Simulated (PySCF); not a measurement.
## Se (selenium, neutral) across methods

[Ar] 3d10 4s2 4p3 5s1, high-spin 5S determinant (an excited configuration). Computed with PySCF 2.14 in aug-cc-pVTZ-PP with ECP10MDF (6s5p4d2f, 55 functions), with scalar relativity through the core potential.

```tsv
method	E (hartree)	mean ε 4s β (eV)	mean ε 4p α (eV)	mean ε 5s α (eV)	Σ⟨r²⟩ (bohr²)	⟨S²⟩
BP86	-373.0640	-19.747	-10.994	-2.092	60.09	6.000
LDA	-372.3571	-19.962	-10.958	-2.082	59.80	6.000
UHF	-371.66934	-22.754	-16.013	-3.321	61.37	6.001
PBE0	-372.8778	-20.658	-12.385	-2.369	60.44	6.000
wB97M-V	-372.7053	-23.161	-14.528	-3.506	60.54	6.000
M06-2X	-373.0785	-20.757	-13.449	-2.972	61.55	6.002
BLYP	-372.8719	-19.714	-10.571	-1.749	60.17	6.000
r2SCAN	-372.7810	-19.670	-11.552	-1.959	60.69	6.001
PBE	-372.9078	-19.473	-10.928	-1.943	60.25	6.000
```

Energies and moments cover only the electrons outside the core potential. The outer electron is Rydberg-like, and this basis confines it to a smaller radius and binds it less than a complete one would.
